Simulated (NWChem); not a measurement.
Molecule: C2H8BP; SMILES CB(C)P

```xyz
12

B      0.0025    -0.4405    -0.0164
C      1.3584    -1.2371    -0.0057
H      1.2971    -2.1348    -0.6439
H      1.5078    -1.6191     1.0222
H      2.2564    -0.6647    -0.2790
C     -1.3688    -1.2067     0.0565
H     -1.6083    -1.5052    -0.9830
H     -2.2223    -0.6137     0.4171
H     -1.3069    -2.1440     0.6331
P      0.0230     1.4643     0.0676
H     -1.1269     1.7979    -0.7010
H      1.0131     1.7834    -0.9026
```
Atoms are numbered in this order, from 1.

Level: PBE0/def2-SVP (NWChem), optimised geometry, unscaled harmonic frequencies. 

Task: List the harmonic frequencies with IR intensities, and the thermochemistry.

Result: 
| frequency (cm⁻¹) | IR intensity (km/mol) |
|---|---|
| 80 | 1.1 |
| 119 | 0.4 |
| 212 | 3.0 |
| 262 | 1.0 |
| 278 | 0.4 |
| 334 | 6.0 |
| 505 | 25.1 |
| 561 | 5.1 |
| 697 | 3.0 |
| 723 | 15.5 |
| 816 | 2.9 |
| 847 | 7.2 |
| 875 | 7.5 |
| 1073 | 159.7 |
| 1122 | 16.1 |
| 1148 | 16.1 |
| 1301 | 38.4 |
| 1321 | 86.3 |
| 1412 | 3.3 |
| 1419 | 2.3 |
| 1442 | 3.1 |
| 1446 | 8.6 |
| 2436 | 33.5 |
| 2456 | 46.5 |
| 3032 | 0.5 |
| 3036 | 1.2 |
| 3114 | 6.8 |
| 3117 | 10.7 |
| 3157 | 10.3 |
| 3160 | 11.1 |

```
Property                                                                            Value
-----------------------------------------------------------------------  ----------------
zero-point energy                                                           59.3 kcal/mol
thermal correction to the enthalpy at 298.15 K (with zero-point energy)     64.3 kcal/mol
heat capacity Cv                                                         23.9 cal/(mol K)
entropy at 298.15 K and 1 atm (symmetry number 1)                        80.7 cal/(mol K)
dipole moment                                                                      1.27 D
```

Rigid rotor and harmonic oscillator; modes under 100 cm⁻¹ make the entropy uncertain.
